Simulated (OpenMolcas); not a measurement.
# Computed transition rates of Cu IV

| Item | Value |
| --- | --- |
| Program | OpenMolcas |
| Method | CASSCF |
| Basis | ANO-RCC-VTZP [6s5p3d2f1g] |
| Scalar Hamiltonian | DKH2, point nucleus |
| Active space | 8 electrons in 10 orbitals (3d 4d) |
| State averaging | 2S+1 = 3 even, 10 roots; 2S+1 = 1 even, 15 roots |
| Spin-orbit coupling | state interaction with AMFI integrals over the reference wave functions, term energies averaged over their components |

Rates come from the transition moments of the reference wave functions (E1 and E2 in the length form). At fixed line strength A goes as λ^-3 for E1 and M1 and as λ^-5 for E2, so a rate at the computed wavelength can be rescaled to the measured one. Measured vacuum wavelengths follow from level energies in Sugar and Musgrove, J. Phys. Chem. Ref. Data 19, 527 (1990). Branching counts decays inside the model space alone, at computed energies, and the table is only a selection of the E2 and M1 lines, drawn from those between levels with measured partners whose computed energy lies within a factor of 1.5 of the measured one.

```tsv
Upper	Lower	Type	λ computed (nm)	λ measured (nm)	A computed (s-1)	A rescaled (s-1)	Branching %
3d⁸ ¹S₀	3d⁸ ¹D₂	E2	193.8	221.2	3.43e+01	1.77e+01	64.2
3d⁸ ¹S₀	3d⁸ ³P₁	M1	210.4	241.8	1.38e+01		25.9
3d⁸ ¹S₀	3d⁸ ³P₂	E2	208.8	239.5	4.87e+00		9.1
3d⁸ ¹D₂	3d⁸ ³F₃	M1	570.3	695.1	1.22e+00		69.0
3d⁸ ¹G₄	3d⁸ ³F₄	M1	335.8	371.6	8.27e-01		66.6
3d⁸ ¹D₂	3d⁸ ³F₂	M1	612.8	759.3	5.30e-01		29.9
3d⁸ ¹S₀	3d⁸ ³F₂	E2	147.3	171.3	4.36e-01		0.8
3d⁸ ¹G₄	3d⁸ ³F₃	M1	357.5	399.2	4.12e-01		33.2
3d⁸ ³P₂	3d⁸ ¹D₂	M1	2704	2900	2.63e-01		32.6
3d⁸ ³P₂	3d⁸ ³F₃	M1	470.9	560.7	2.52e-01		31.3
3d⁸ ³P₁	3d⁸ ¹D₂	M1	2464	2598	2.25e-01		51.5
3d⁸ ³P₂	3d⁸ ³F₄	E2	434	507.7	2.00e-01	9.13e-02	24.8
3d⁸ ³P₀	3d⁸ ³F₂	E2	482.6	576.5	1.85e-01	7.61e-02	98.8
3d⁸ ³F₃	3d⁸ ³F₄	M1	5533	5372	1.54e-01	1.68e-01	100.0
3d⁸ ³P₁	3d⁸ ³F₃	E2	463.1	548.4	1.50e-01	6.44e-02	34.3
3d⁸ ³F₂	3d⁸ ³F₃	M1	8211	8222	6.48e-02	6.45e-02	100.0
3d⁸ ³P₁	3d⁸ ³F₂	E2	490.8	587.6	5.48e-02	2.23e-02	12.6
3d⁸ ³P₂	3d⁸ ³F₂	M1	499.6	601.7	5.27e-02		6.5
3d⁸ ³P₂	3d⁸ ³F₃	E2	470.9	560.7	3.60e-02	1.50e-02	4.5
3d⁸ ¹D₂	3d⁸ ³F₄	E2	517	615.5	1.67e-02		0.9
3d⁸ ³P₁	3d⁸ ³F₂	M1	490.8	587.6	6.13e-03		1.4
3d⁸ ³P₀	3d⁸ ³P₁	M1	29080	30670	2.20e-03	1.88e-03	1.2
```

Spin-changing lines and M1 lines between different terms are not rescaled, since their strength hangs on the term gaps too.

The largest correction is for 3d⁸ ³P₁ → 3d⁸ ³F₂ (E2): 5.48e-02 × (490.8 / 587.6)^5 = 2.23e-02 s-1, a factor of 0.41.

The computed rate and branching of 3d⁸ ³F₃ → 3d⁸ ³F₄ give the upper level a radiative lifetime of 1.000 / 1.54e-01 s-1 = 6.49e+00 s, counting decays inside the model space alone. The rescaled rate gives about 5.9e+00 s.

These are rates of the free ion; in crystals, glasses and complexes forced electric-dipole and non-radiative decay shorten such lifetimes by orders of magnitude. No measured rate stands beside these. Rescaling mends the energy factor alone: line strengths can still be far off where a level mixes with configurations outside the active space, and weak or spin-changing lines hang on small mixing coefficients that depend on the term gaps too, so rescaling need not improve them.

Without dynamic correlation excited terms often stand tens of per cent too high (terms of higher spin than the ground term too low), and those without a measured partner can miss by more than the paired ones. Active for correlation alone: 4d; no level in the range computed is led by a configuration that fills it, so any true level of that kind is missing. Computed and measured levels are paired by configuration, term and J; levels that our copy of the source lacks, or whose pairing is in doubt (as where it misses far off the trend of its configuration), stay unpaired. Levels of configurations outside the active space are missing.
